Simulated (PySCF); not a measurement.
First SCF of a structure search on doublet GaFCl, at a hand-made bent geometry. PySCF input:

```python
from pyscf import gto, scf, dft
mol = gto.M(atom='''
Ga     0.000000     0.000000     0.000000
F     -1.540000     0.000000     1.078300
Cl     1.826700     0.000000     1.279100''',
    basis={'Ga': 'def2-TZVP', 'F': 'def2-TZVP', 'Cl': 'def2-TZVP'},
    charge=0, spin=1)
mf = dft.UKS(mol, xc='PBE0')
mf.grids.atom_grid = (50, 194)
aux = {'Ga': 'def2-universal-JKFIT', 'F': 'def2-universal-JKFIT', 'Cl': 'def2-universal-JKFIT'}
mf = mf.density_fit(auxbasis=aux)
mf.conv_tol = 1e-08
mf.diis_space = 10
mf.max_cycle = 60
mf.init_guess = 'minao'
mf.verbose = 4
mf.kernel()
```

Excerpt of the output (cycles alone):

```
init E= -2483.95137477267
cycle= 1 E= -2484.35581893367  delta_E= -0.404  |g|= 0.711  |ddm|= 1.15
cycle= 2 E= -2483.3040516225  delta_E= 1.05  |g|= 1.86  |ddm|= 1.39
cycle= 3 E= -2484.47984588696  delta_E= -1.18  |g|= 0.327  |ddm|= 1.02
cycle= 4 E= -2484.5129672216  delta_E= -0.0331  |g|= 0.0892  |ddm|= 0.242
cycle= 5 E= -2484.51523609545  delta_E= -0.00227  |g|= 0.0224  |ddm|= 0.0661
cycle= 6 E= -2484.51544522349  delta_E= -0.000209  |g|= 0.00875  |ddm|= 0.0196
cycle= 7 E= -2484.51548977065  delta_E= -4.45e-05  |g|= 0.00197  |ddm|= 0.00941
cycle= 8 E= -2484.5154930292  delta_E= -3.26e-06  |g|= 0.000836  |ddm|= 0.00337
cycle= 9 E= -2484.51549345085  delta_E= -4.22e-07  |g|= 0.00024  |ddm|= 0.000922
cycle= 10 E= -2484.515493532  delta_E= -8.12e-08  |g|= 8.69e-05  |ddm|= 0.00056
cycle= 11 E= -2484.51549353863  delta_E= -6.63e-09  |g|= 2.28e-05  |ddm|= 0.000155
Extra cycle  E= -2484.51549353865  delta_E= -1.5e-11  |g|= 3.03e-05  |ddm|= 3.36e-05
converged SCF energy = -2484.51549353865  <S^2> = 0.75388366  2S+1 = 2.0038799
```

No lower solution of this spin was found by a stability analysis within the unrestricted form.

The search for the lowest solution, with the stability check, took 4.6 s on 4 threads of a shared Arm Neoverse V2 host, with 116 basis functions; the process peaked at 0.37 GiB. Launch command: `OMP_NUM_THREADS=4 python axn.py task.json out`.
